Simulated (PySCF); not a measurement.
**Bond length, frequency and bond energy of SnB by level of theory**

State: ⁴Σ⁻ (quartet), unpaired electrons σ ↑, π ↑↑. Set-up: basis Sn x2c-SVPall, B x2c-SVPall; spin-free X2C with a Gaussian nucleus; PySCF 2.14. De refers to Sn + B in their high-spin ground configurations, without counterpoise correction. The functionals are run spin-unrestricted. A positive dipole means Sn(−)B(+).

```
      Level  Re (Å)  ωe (cm⁻¹)  De (eV)  μ (D)  CPU s a point (SCF and correlation, without the integrals)
        UHF   2.140        620     1.58  -0.83                                                       0.098
    UHF-MP2   2.179        606     2.46    n/a                                                        0.15
UHF-SCS-MP2   2.181        587     2.08    n/a                                                         n/a
   UHF-CCSD   2.192        552     2.21    n/a                                                         n/a
UHF-CCSD(T)   2.202        548     2.36    n/a                                                         1.1
        PBE   2.203        544     3.10  -1.49                                                        0.47
     PBEsol   2.188        558     3.35  -1.41                                                        0.52
     r²SCAN   2.181        574     2.99  -1.17                                                        0.66
       PBE0   2.174        577     2.85  -1.36                                                        0.81
    r²SCAN0   2.163        593     2.78  -1.09                                                        0.72
       MN15   2.158        572     3.01  -0.94                                                        0.71
```

Problem. Which functional lies closest to UHF-CCSD(T) in De, which farthest, and by how much do they differ from it?

Solution. Closest is r²SCAN0 (-3.9 pm in Re, +8.2 % in ωe, +0.42 eV in De against UHF-CCSD(T) in the same basis), farthest PBEsol (-1.4 pm in Re, +1.8 % in ωe, +0.99 eV in De). CCSD(T) converges more slowly with the basis than the functionals do and binds too weakly in this one, so the order can change at the basis-set limit.

Problem. What does a quarter of exact exchange do here, going from PBE to PBE0?

Solution. PBE0 less PBE: -2.9 pm in Re, +6.1 % in ωe, -0.25 eV in De. Exact exchange removes part of the self-interaction that spreads semilocal densities, and in most molecules shortens and stiffens the bond and lowers De; so it does here.

Problem. What does the step from GGA to meta-GGA do here, going from PBE to r²SCAN?

Solution. r²SCAN less PBE: -2.2 pm in Re, +5.5 % in ωe, -0.11 eV in De. 

Correlated steps freeze 19 core orbitals. Correlated levels converge slowly with the basis: in double zeta they bind strong bonds too weakly, by up to about 1 eV, and carry superposition errors of some tenths. These are scalar-relativistic numbers at best; spin–orbit coupling would shift them, the dissociation energy most. The state is the lowest determinant that a PBE0 search found; another state may lie lower at other levels.

The whole job (state search and all levels along the bond) took about 1.5 min on 1 thread of Intel Xeon 6975P-C (shared host), peak memory 0.56 GiB.
